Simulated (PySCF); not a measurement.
BiCl3 (SMILES [Cl][Bi]([Cl])[Cl]), singlet, geometry from GFN2-xTB (such geometries of metal compounds can be far from the true shape) (core potentials on Bi). Base run: PySCF with B3LYP/def2-SVP.

The PySCF input:
```python
from pyscf import gto, scf, dft

mol = gto.M(
    atom='''
Bi   -0.00428098   -0.00067467    0.50283800
Cl   -1.83162453   -0.99302219   -0.83533113
Cl    0.06534181    2.09049123   -0.81504384
Cl    1.78718399   -1.09417508   -0.80465760
''',
    basis='def2-svp',
    ecp={'Bi': 'def2-svp'},
    verbose=3,
)

mf = dft.RKS(mol)
mf.xc = 'b3lyp'
mf.kernel()
mf.analyze()
```

Each row names what was changed in the base input (with any setting that the change needs).

```tsv
change	ΔE vs base (µEh)	grid points	electrons on the grid
base	0.0	80088	74.00000
grids.becke_scheme = stratmann	-4.1	80088	74.00000
grids.atom_grid = (75, 302)	-7.4	54384	74.00000
grids.atom_grid = (30, 110)	-183	9720	74.00005
grids.level = 5	-3.7	179096	74.00000
grids.radi_method = delley	0.4	79416	74.00000
grids.prune = off	0.0	147560	74.00000
grids.level = 1	120	27704	73.99997
grids.prune = dft.gen_grid.treutler_prune	0.0	78288	74.00000
grids.radi_method = gauss_chebyshev	-0.1	77112	74.00000
grids.radi_method = mura_knowles	-0.1	72488	74.00000
```
